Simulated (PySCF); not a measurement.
C3H6N2Si, SMILES C(C/C=N/[SiH3])#N. Atoms are numbered in the order given.

```xyz
12

N     -3.3580     0.8218    -0.7209
C     -2.5223     0.3820    -0.0547
C     -1.4386    -0.1783     0.7621
C     -0.1278    -0.2858    -0.0015
N      0.9764    -0.0525     0.5612
Si     2.5373    -0.2011    -0.2457
H     -1.2786     0.4328     1.6623
H     -1.7409    -1.1880     1.0909
H     -0.2301    -0.6034    -1.0628
H      3.2162     1.1204    -0.1872
H      2.3731    -0.6267    -1.6721
H      3.3411    -1.2127     0.4912
```

Coordinates come from a ωB97X-D3(BJ)/def2-SVP optimisation. The structure was generated by enumeration; whether it is a known compound was not checked. One conformer was computed; it need not be the lowest.

These are PBE/def2-TZVP (PySCF) values and carry that method's errors.

ESP charges are fitted to the potential on shells at 1.4 to 2.0 van der Waals radii. Atomic charges (e):

| atom | ESP fit | meta-Löwdin | Mulliken | Löwdin |
|---|---|---|---|---|
| N1 | -0.47 | -0.21 | 0.06 | 0.07 |
| C2 | 0.45 | 0.09 | -0.32 | -0.21 |
| C3 | -0.60 | -0.25 | 0.02 | -0.22 |
| C4 | 0.53 | 0.08 | -0.10 | -0.23 |
| N5 | -0.50 | -0.44 | -0.21 | 0.00 |
| Si6 | 0.27 | 0.55 | 0.24 | 0.21 |
| H7 | 0.23 | 0.17 | 0.14 | 0.17 |
| H8 | 0.22 | 0.17 | 0.15 | 0.18 |
| H9 | -0.01 | 0.09 | 0.09 | 0.13 |
| H10 | -0.02 | -0.08 | -0.02 | -0.03 |
| H11 | -0.07 | -0.10 | -0.04 | -0.04 |
| H12 | -0.03 | -0.08 | -0.02 | -0.03 |

Computed Mayer and Wiberg (Löwdin basis) orders of the bonds:
```tsv
bond	Mayer	Wiberg
N1–C2	3.12	3.34
C2–C3	0.98	1.30
C3–C4	0.93	1.19
C4–N5	2.01	2.34
N5–Si6	1.07	1.32
C3–H7	0.91	0.81
C3–H8	0.91	0.79
C4–H9	0.94	0.84
Si6–H10	0.94	0.96
Si6–H11	0.92	0.95
Si6–H12	0.94	0.96
```
